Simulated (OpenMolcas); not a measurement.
## Cr2+: the spin-orbit constant, Racah parameters, worked from levels

```
Program             : OpenMolcas
Basis               : ANO-RCC-VDZP [5s4p2d1f]
Scalar Hamiltonian  : DKH2, point nucleus
Active space        : 4 electrons in 5 orbitals (3d)
State averaging     : 2S+1 = 5 even, 5 roots; 2S+1 = 3 even, 45 roots; 2S+1 = 1 even, 50 roots
Spin-orbit coupling : RASSI with atomic mean-field integrals over the reference wave functions, term energies averaged over their components
```

Methods: CASSCF; MS-CASPT2, IPEA 0.25 Eh, imaginary shift 0.1 Eh (closed shells correlated: 3s 3p). Measured levels: Sugar and Corliss, J. Phys. Chem. Ref. Data 6, 317 (1977).

**The spin-orbit constant.** For the Hund term 5D of d4, E(J) = (A/2) J(J+1) + constant and ζ = 2S·A = 4A. From J = 0 to J = 4 the energy changes by 10 A.

| Source | E(4) - E(0) | A | ζ |
| --- | --- | --- | --- |
| CASSCF | 649.6 | 65.0 | 260 |
| MS-CASPT2 | 652.1 | 65.2 | 261 |
| measured | 576.1 | 57.6 | 230 |

All in cm-1. MS-CASPT2 is off by +13.2 % and CASSCF by +12.8 %. Both methods take the spin-orbit matrix elements from the reference wave functions, so the second can move ζ only through the term energies and any multistate remixing. Second-order mixing with other terms is absorbed into this ζ.

**Racah parameters.** Above 5D, d4 has 3G at 9B + 4C, 3H at 4B + 4C and 3D at 16B + 4C. The first two fix B and C, and the third tests them; where it misses by thousands of cm-1, two parameters do not describe the configuration (Trees and configuration-interaction terms are left out) and B and C hang on the terms chosen. Term energies are centres of gravity, weighted by 2J + 1.

```tsv
Source	3G	3H	B	C	C/B	3D from B, C	3D found
CASSCF	24542	19389	1031	3817	3.70	31764	31644
MS-CASPT2	21357	17784	715	3731	5.22	26364	26353
measured	20521	17065	691	3575	5.17	25356	25418
```

Energies in cm-1. From CASSCF to MS-CASPT2, B changes by -30.6 % and C by -2.3 %. Against the measured terms, MS-CASPT2 has B off by +3.5 % and C by +4.4 %.

Term energies are means over components that CASPT2 splits; among the terms shown or strongly mixed into the levels shown the widest spread is 560 cm-1 (3d4 3H, MS-CASPT2). Without dynamic correlation excited terms often stand tens of per cent too high (terms of higher spin than the ground term too low), and those without a measured partner can miss by more than the paired ones (holds for CASSCF). Computed and measured levels are paired by configuration, term and J; levels that our copy of the source lacks, or whose pairing is in doubt (as where it misses far off the trend of its configuration), stay unpaired and out of the deviations. Levels of configurations outside the active space are missing.
